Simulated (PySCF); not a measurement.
SMILES C(/F)=C/B (C2H4BF), B3LYP/def2-SVP optimised geometry.

```
8

B      0.87     0.59     0.00
C      0.00    -0.68     0.00
C     -1.34    -0.68     0.00
F     -2.08     0.42     0.00
H      2.08     0.50     0.00
H      0.37     1.68     0.00
H      0.45    -1.68     0.00
H     -1.98    -1.57     0.00
```

Density from B3LYP/def2-TZVP run with PySCF at that geometry.

Minimum of the electron density along straight lines between bonded atoms, close to the bond critical point (lines longer than 1.1 times the sum of covalent radii, or with two minima, are not listed):

```csv
bond,length / Å,ρ at the minimum / e bohr⁻³,∇²ρ there / e bohr⁻⁵,position (fraction from the first atom)
B1–C2,1.538,0.191,-0.17,0.33
C2–C3,1.346,0.348,-1.09,0.45
C3–F4,1.326,0.276,-0.03,0.33
B1–H5,1.207,0.183,-0.40,0.44
B1–H6,1.205,0.184,-0.42,0.44
C2–H7,1.096,0.276,-0.94,0.64
C3–H8,1.098,0.288,-1.05,0.66
```
